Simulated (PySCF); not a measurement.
Vertical excitation energies

Species: C4H12B3N3.
SMILES: `B1NBN(C2CCC2)BN1`

Level of theory: TDDFT B3LYP/def2-SVPD, vertical, gas phase, core orbitals frozen in the response (PySCF). The structure is a single PBE0-D3(BJ)/def2-SVP conformer in the gas phase; no vibrational or solvent corrections.

```
state  E (eV)  ν̃ (cm⁻¹)       f  symmetry  main configurations (H = HOMO, L = LUMO)
   S1    6.25      50410   0.021        A′       H→L+1 (50%), H→L (31%), H-1→L (14%)
   S2    6.61      53320   0.167        A′                    H→L (63%), H→L+1 (31%)
   S3    6.65      53650  0.0000         –                               H→L+2 (98%)
   S4    7.02      56600  0.0043        A″                               H→L+3 (92%)
   S5    7.15      57710   0.021        A″                H→L+4 (82%), H-1→L+2 (15%)
   S6    7.22      58250  0.0013         –                H-1→L+2 (73%), H→L+4 (15%)
   S7    7.24      58360   0.207        A′   H-1→L (65%), H→L+1 (17%), H-1→L+1 (11%)
   S8    7.28      58700  0.0092        A″                H-2→L (70%), H-2→L+1 (19%)
   S9    7.44      59990  0.0006         –                H-2→L+1 (74%), H-2→L (19%)
  S10    7.45      60120   0.287        A′                H-1→L+1 (78%), H-1→L (13%)
```

Triplets (Tamm–Dancoff): T1 5.67 eV, H→L (88%); T2 5.80 eV, H→L+1 (90%); T3 6.26 eV, H-1→L (50%), H-1→L+1 (44%); T4 6.38 eV, H-1→L+1 (51%), H-1→L (46%).

The lowest singlet comes at 198 nm (603 kJ/mol) in the vacuum ultraviolet; it is weak; its leading configuration is HOMO→LUMO+1 (50%). The strongest level in the table is S10 at 7.45 eV (166 nm, f = 0.287). It is the last of those listed, so stronger ones may follow. Löwdin shares by element: HOMO nitrogen 37% or more, carbon 27% or more (atoms not listed hold the other 36%); LUMO boron 50% or more, nitrogen 23% or more (atoms not listed hold the other 27%). Of the 10 states listed, 5 reach f = 0.01 and 1 stays under 0.0005. Orbital energies (eV): HOMO-3 -8.79, HOMO-2 -8.26, HOMO-1 -7.92, HOMO -7.20, LUMO -0.01, LUMO+1 0.08, LUMO+2 0.22. Weighted by f, the mean energy of these states is 7.15 eV. The vertical ionisation energy (ΔSCF) is 9.06 eV, 1.61 eV above S10. Symmetry labels in Cs follow from the direction of the transition dipole and are given only for states with f of 0.002 or more. Singlets were solved by full linear response, triplets in the Tamm–Dancoff approximation.

The run took 7.1 min of wall time on an Arm Neoverse V2 with one thread, shared host with 96 logical CPUs at a one-minute load of 22, and the process peaked at 1.5 GiB of memory.
